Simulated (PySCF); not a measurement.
## [Ti(OH)3(NH2)] (charge 0, multiplicity 1)

All values below come from PySCF with TPSSh-D3(BJ)/def2-TZVP // TPSS-D3(BJ)/def2-SVP.

The HOMO comes out as -6.60 eV. The dipole moment comes out as 1.64 D. The HOMO–LUMO gap is 4.92 eV and the LUMO is -1.68 eV. The charge on the central atom (Mulliken) is 1.50 e, the charge on the central atom (meta-Löwdin) is 1.39 e and the total energy is -1133.2547 Ha. The cost comes out as around 5 core-minutes (rough).

```xyz
10

Ti     0.0576     0.0064     0.2436
O     -1.0193     0.1984    -1.1936
H     -1.9904     0.2358    -1.2081
O      0.9556    -1.5681     0.2659
H      1.1386    -2.1333    -0.5038
O     -0.9327     0.1159     1.7599
H     -0.8813     0.8300     2.4169
N      1.3273     1.4070     0.1961
H      2.2971     1.3290     0.5147
H      1.1977     2.2951    -0.2968
```
